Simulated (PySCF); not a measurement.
## Two-component Hartree-Fock for Re⁴³⁺ (rhenium, charge +43)

Start: [Ar] 3d10 4s2 4p2; 4p1/2 filled at m_j = -1/2, +1/2. Calculated with PySCF 2.14 in an even-tempered Gaussian basis (16 s from 5.5 bohr⁻², ratio 2.8; 13 p from 7.2 bohr⁻², ratio 2.8; 8 d from 13 bohr⁻², ratio 2.8; 4 f from 31 bohr⁻², ratio 3): generalised Hartree-Fock with the X2C-1e Hamiltonian and a Gaussian nucleus; one run each with spin-orbit coupling (SO) switched off, then screened by Boettger's factors.

| spinor shell | electrons | ε, spin-free (eV) | ε, screened SO (eV) | weight of nominal j (screened SO) | rms radius, screened SO (bohr) |
| --- | --- | --- | --- | --- | --- |
| 1s1/2 | 2 | -74178.6 | -74150.0 | 1.000 | 0.0204 |
| 2s1/2 | 2 | -14721.2 | -14709.8 | 1.000 | 0.0823 |
| 2p1/2 | 2 | -13120.0 | -14151.3 | 1.000 | 0.0698 |
| 2p3/2 | 4 | -13120.0 | -12698.4 | 1.000 | 0.0774 |
| 3s1/2 | 2 | -4972.8 | -4967.0 | 1.000 | 0.208 |
| 3p1/2 | 2 | -4488.5 | -4724.6 | 1.000 | 0.199 |
| 3p3/2 | 4 | -4488.5 | -4386.6 | 1.000 | 0.213 |
| 3d3/2 | 4 | -3954.2 | -3993.7 | 1.000 | 0.186 |
| 3d5/2 | 6 | -3954.2 | -3920.3 | 1.000 | 0.190 |
| 4s1/2 | 2 | -2326.3 | -2324.1 | 1.000 | 0.437 |
| 4p1/2 | 2 | -2166.8 | -2233.6 | 1.000 | 0.426 |

| quantity | spin-free | screened SO |
| --- | --- | --- |
| E (hartree) | -15448.29684 | -15473.48634 |
| M_J | 0 | 0 |
| ⟨J²⟩ | 2.001 | 0.000 |
| ⟨L²⟩ | 2.001 | 1.378 |
| ⟨S²⟩ | 2.000 | 1.378 |

Breit and QED terms are absent; they matter most for the inner s and p1/2 levels.

Densities and radii are taken from the X2C orbitals without a picture-change correction, which distorts them close to the nucleus.

Without spin-orbit coupling the j labels of p, d and f shells carry no meaning; the spin-free column gives the mean over the occupied spinors of each nl shell.
